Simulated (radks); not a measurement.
Task: N, configuration [He] 2s2 2p3 (the NIST ground configuration). Calculated with a radial shooting solver on a logarithmic mesh with Libxc functionals: scalar-relativistic Kohn-Sham, PBEsol, spin-polarised, spherical densities, point nucleus; open shells are filled with parallel spins first. Some entries of the table are withheld. Estimate them.

orbital,occ.,eigenvalue (hartree),<r> (bohr)
1s up,1,-14.05825,0.2307
1s down,1,-14.00046,0.2298
2s up,1,-0.72503,1.308
2s down,1,-0.55698,1.369
2p up,3,-0.30338,(1)
2p down,0,-0.14691,(2)

Result: 
(1) 2p up <r> (bohr): 1.433
(2) 2p down <r> (bohr): 1.662
